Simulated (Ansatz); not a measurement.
```yaml
crystal:
  periodic: [false, false, false]
  atoms:
    - {symbol: Si, position_ang: [-0.218210, 4.161112, 0.148753]}
    - {symbol: Ga, position_ang: [2.000438, -1.305604, 0.431162]}
    - {symbol: C, position_ang: [-0.817051, -4.837840, -1.375197]}
    - {symbol: S, position_ang: [-2.725763, -5.246021, 2.118853]}
    - {symbol: H, position_ang: [1.469148, 6.108348, -2.470137]}
    - {symbol: H, position_ang: [-3.796012, 4.051995, -0.654101]}
    - {symbol: H, position_ang: [0.201558, 5.973251, 3.310572]}
    - {symbol: H, position_ang: [5.304584, -2.536985, 1.987922]}
    - {symbol: H, position_ang: [-1.418666, -6.368257, -3.497852]}
basis:
  gaussian: {orbitals: def2-TZVPP}
hamiltonian: {xc: {name: B3LYP}}
```

```sh
$ ansatz run in.yaml --threads 4 --pin off --events-out ev --progress --plain --max-ram 10444MiB
```

Shortened log:

```
Functional definition: B3LYP
  name "B3LYP"
  cite "Stephens, Devlin, Chabalowski & Frisch, J. Phys. Chem. 98, 11623 (1994) doi:10.1021/j100096a001"
  cite "Becke, Phys. Rev. A 38, 3098 (1988) doi:10.1103/PhysRevA.38.3098"
  cite "Lee, Yang & Parr, Phys. Rev. B 37, 785 (1988) doi:10.1103/PhysRevB.37.785"
  cite "Vosko, Wilk & Nusair, Can. J. Phys. 58, 1200 (1980) doi:10.1139/p80-159"
  parameter a0 = 0.2
  parameter ax = 0.72
  parameter ac = 0.81
  exchange = (1 - a0 - ax)*slater_x + ax*b88_x + a0*exact_x
  correlation = (1 - ac)*vwn_rpa_c + ac*lyp_c
1465 factors; their error is unknown
mean field evaluation 1: about -72146.7248 eV, gradient 6.1e1 eV
mean field evaluation 2: about -71738.3726 eV, gradient 2.2e2 eV
mean field evaluation 4: about -71943.6822 eV, gradient 1.0e2 eV
mean field evaluation 8: about -72178.5372 eV, gradient 7.3e0 eV
mean field evaluation 16: about -72179.7456 eV, gradient 2.1e-1 eV
mean field evaluation 32: about -72179.7510 eV, gradient 3.1e-4 eV
mean field evaluation 160: about -72179.7102 eV, gradient 1.8e-3 eV
mean field -72179.75102198 eV, -2652.5569248654 hartree, gradient 3.5e-6 eV, S^2 0.000000; 10 other end points of the search recorded, 0 dependent functions left out
reference -72179.75162151 eV, -2652.5569468975 hartree; 36, 36 occupied and 197, 197 virtual orbitals, 1465 factors
Total energy: -72179.75162151 eV, -2652.5569468975 hartree
```

In this input the geometry is stretched to more than twice its size. The run converged. The result belongs to that input, not to the molecule as meant.
